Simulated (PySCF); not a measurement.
r2SCAN on Te (tellurium, neutral), [Kr] 4d10 5s2 5p3 5d1, high-spin 5D determinant (an excited configuration). Computed with PySCF 2.14 in aug-cc-pVTZ-PP with ECP28MDF, with scalar relativity through the core potential.

```
cycle= 1 E= -267.836683845096  delta_E= -0.00549  |g|= 0.0124  |ddm|= 0.424
cycle= 2 E= -267.836763460063  delta_E= -7.96e-05  |g|= 0.00293  |ddm|= 0.0503
cycle= 3 E= -267.836767118615  delta_E= -3.66e-06  |g|= 0.000187  |ddm|= 0.00761
cycle= 4 E= -267.836767161319  delta_E= -4.27e-08  |g|= 7.2e-05  |ddm|= 0.00145
cycle= 5 E= -267.836767163924  delta_E= -2.61e-09  |g|= 3.03e-05  |ddm|= 0.000415
cycle= 6 E= -267.836767164445  delta_E= -5.21e-10  |g|= 1.96e-06  |ddm|= 0.00012
converged SCF energy = -267.836767164445  <S^2> = 6.0014077  2S+1 = 5.000563
```

Highest occupied orbital energy: 0.123 eV; ⟨L²⟩ = 6.01; populations by l: s 4.00, p 9.00, d 11.00, f 0.00.

Q: Can this result be used?

A: Not for this state. Self-consistency was reached. Energies and moments cover only the electrons outside the core potential. The outer electron is Rydberg-like, and this basis confines it to a smaller radius and binds it less than a complete one would. At r2SCAN the highest occupied level has a positive energy, so only the finite basis holds that electron; for this excited configuration the basis is too tight for the outer shell.
